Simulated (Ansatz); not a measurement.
Pulling on the B1–Cl2 bond in BCl (multiplicity 1 held). Energies count from the point at 1.722 Å.


R- and RO- levels are restricted; in cc, def2 and unpolarised 6-31G sets they are followed outwards from rest. Unrestricted levels (U-) break spin symmetry where that is lower. Full CI gives the lowest state of the spin. Left out are points that failed, MP2 points that dive below the minimum, coupled-cluster points behind a jump of the amplitudes or a sharp parting from full CI or MRCI, small-basis points behind a change of solution, and semi-empirical points at long bonds. Curves can end on different states.

Frozen-core correlation.

Run with Ansatz (Gaussian basis) for Hartree–Fock, density functionals and correlated methods. Values without a source in brackets are computed.

Energies in kcal/mol.

```tsv
R (Å)	U-HF/6-31G	R-MP2/6-31G	U-CCSD/6-31G	R-CCSD(T)/6-31G	FCI/6-31G
1.377	81.1	81.4	83.7	83.9	84.0
1.549	19.0	19.5	20.5	20.6	20.7
1.722	0.0	0.0	0.0	0.0	0.0
1.894	-0.6	-1.5	-2.4	-2.5	-2.6
2.066	6.0	4.2	2.5	2.3	2.1
2.324	20.3	17.9	15.0	14.7	(withheld)
2.582	35.9	33.3	29.3	29.0	28.5
3.013	55.1	58.1	52.0	51.8	(withheld)
3.443	63.0	78.8	70.7	69.3	69.7
3.960	66.2	97.5	83.6	74.5	83.3
4.648	67.4	113.3	87.3	-14.8	89.2
5.509	67.7	120.9	87.9	-212.2	90.2
6.886	67.8	117.3	88.0	left out	90.3
```

Q: Some entries are withheld; supply them.

A: 
- 3.013, FCI/6-31G: 51.4
- 2.324, FCI/6-31G: 14.3

Doubts at one or more of the structures used: a spin-contaminated determinant (U-HF/6-31G, U-CCSD/6-31G); a restricted determinant that unrestricted orbitals would lower (R-MP2/6-31G, R-CCSD(T)/6-31G); T1 above 0.05 (U-CCSD/6-31G, R-CCSD(T)/6-31G); other coupled-cluster roots lie near (U-CCSD/6-31G, R-CCSD(T)/6-31G).

Ansatz is a program for electronic structure.
